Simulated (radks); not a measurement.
Values are calculated unless marked as measured or tabulated.
Neutral ruthenium: order these configurations by energy. Code: a radial shooting solver on a logarithmic mesh with Libxc functionals. Model: scalar-relativistic Kohn-Sham, BLYP, spin-polarised, spherical densities, finite nucleus; Fermi nuclear charge, rms radius of each element as measured or else 0.836 A^(1/3) + 0.57 fm. Open shells are filled with parallel spins first. [Kr] 4d6 5s1 5p1; [Kr] 4d6 5s2; [Kr] 4d7 5p1; [Kr] 4d7 5s1; [Kr] 4d8.

Answer. From the lowest, in eV above it: [Kr] 4d7 5s1 0.000; [Kr] 4d6 5s2 0.807; [Kr] 4d8 0.940; [Kr] 4d7 5p1 3.660; [Kr] 4d6 5s1 5p1 3.789.
